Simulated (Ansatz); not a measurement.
`NC1=[CH][GaH][O][SiH2]1`. The species carries charge 0 and has multiplicity 1.

```xyz
12

N    -0.742   -0.144    1.840
C    -0.212    0.087    0.613
C     0.260    1.289    0.179
Ga    0.891    1.190   -1.622
O     0.562   -0.581   -1.988
Si   -0.108   -1.296   -0.693
H    -0.715    0.568    2.550
H    -0.957   -1.075    2.143
H     0.251    2.159    0.835
H     1.529    2.042   -2.746
H     0.715   -2.414   -0.151
H    -1.475   -1.826   -0.961
```

**Question.** List the harmonic frequencies (cm⁻¹, unscaled) at PBE0-D4/def2-TZVP in Ansatz. (An estimate is asked.)

**Answer.** Ansatz gave: 122, 166, 173, 293, 308, 349, 363, 495, 521, 572, 586, 602, 678, 713, 752, 812, 882, 943, 981, 1073, 1190, 1345, 1555, 1658, 2043, 2193, 2203, 3139, 3606, 3731.

**Question.** Is this a minimum?

**Answer.** Yes, all 30 modes are real.

**Question.** Give the ideal-gas thermochemistry at 298.15 K and 1 bar (rigid rotor, harmonic oscillator; point group C1, symmetry number 1).

**Answer.** Zero-point energy 203.7 kJ/mol; H(298) − E = 226.7 kJ/mol; entropy 363.2 J/(mol·K), of which translation 172.0, rotation 118.6, vibration 72.6; G(298) − E = 118.4 kJ/mol.

**Question.** Rotational constants (cm⁻¹)?

**Answer.** 0.1153, 0.0532, 0.03687.
